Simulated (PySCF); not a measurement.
gold atom (Au), doublet (core potentials on Au). Base run: B3LYP/def2-SVP (PySCF).

PySCF was given this input:
```python
from pyscf import gto, scf, dft

mol = gto.M(
    atom='''
Au    0.00000000    0.00000000    0.00000000
''',
    basis='def2-svp',
    ecp={'Au': 'def2-svp'},
    spin=1,
    verbose=4,
)

mf = dft.UKS(mol)
mf.xc = 'b3lyp'
mf.kernel()
```

The base run was repeated with changes; each row names its change, and settings that it needs were set with it.

```csv
change,E (Eh),HOMO (eV),<S^2>
base,-135.75505,-6.56,0.751
functional = blyp,-135.68940,-5.85,0.751
functional = m06,-135.72833,-6.40,0.750
functional = revpbe,-135.79010,-5.89,0.752
functional = blyp; dispersion = d3bjm,-135.68940,-5.85,0.751
functional = mn15,-135.47348,-7.59,0.750
functional = wb97x,-135.72271,-8.40,0.750
functional = pbe0,-135.69676,-6.66,0.751
functional = b3lyp5,-135.68479,-6.47,0.751
functional = tpssh,-135.65817,-6.19,0.752
functional = b97m_v,-135.68610,-5.59,0.751
functional = r2scan,-135.75379,-6.26,0.753
functional = lc_wpbe,-135.71397,-8.78,0.751
```

Absolute energies of different levels of theory aren't comparable as measures of quality.

Open shells are given as the SCF converged; they aren't shown to be the lowest states, and a large step between rows can be another state.
